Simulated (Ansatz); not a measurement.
**Question.** Name a neutral molecule of Al, C, F, N, O and H with LUMO energy (PBE/def2-TZVPP) between -2.45 and -2.15 eV and size of the dipole moment (PBE/def2-TZVPP) between 2.30 and 2.60 D (Ansatz, PBE0-D4/def2-TZVP geometry).

**Answer.** `N=[C](O)[AlH][F]` (-2.35 eV, 2.54 D). Other molecules can fit too; these were computed, each in one conformer that needn't be the lowest.
